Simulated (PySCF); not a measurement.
**Electron correlation in Xe⁺ (xenon, charge +1)**

[Kr] 4d10 5s2 5p5, 2P determinant. All numbers are calculated (PySCF 2.14, scalar relativity through the core potential, in def2-SVP with the def2 core potential (28 electrons) (6s5p3d2f, 50 functions)). Frozen: 4s2 4p6 4d10; 7 electrons correlated.

MP2 pair energies summed by pair of shells (mhartree):

```csv
pair,energy,share (%)
5p-5p,-71.82,62.0
5s-5p,-37.44,32.3
5s-5s,-6.54,5.6
```

Total MP2 correlation energy: -115.80 mhartree.

Same-spin part -26.10 and opposite-spin part -89.70 mhartree; SCS-MP2 scales them by 1/3 and 6/5 to -116.34 mhartree.

```csv
level,correlation energy (mhartree)
CCSD,-134.44
(T),-3.56
CCSD(T),-138.00
```

Diagnostics: T1 = 0.0060, D1 = 0.0194, largest double amplitude 0.046.

Cost of the coupled-cluster step: 1.2 s of wall time on 1 thread of Neoverse-V1 (shared host), for 7 correlated electrons.
